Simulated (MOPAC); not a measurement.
MOPAC input (AM1):

```
AM1 FORCE THERMO(298,298) PRECISE LET CHARGE=1 GEO-OK AUX(PRECISION=9) THREADS=1
C3H3

C     1.25399969 1    0.12038164 1    0.43883003 1
C     0.10269629 1    0.00986025 1    0.03593738 1
C    -1.16318391 1   -0.11166630 1   -0.40704851 1
H     2.26706403 1    0.21763384 1    0.79334614 1
H    -1.67452020 1    0.73028748 1   -0.92411718 1
H    -1.73246140 1   -1.05734732 1   -0.26813813 1
```

Question: Which zero-point energy does it print?

Answer: 27.24 kcal/mol, from the harmonic wavenumbers of AM1.
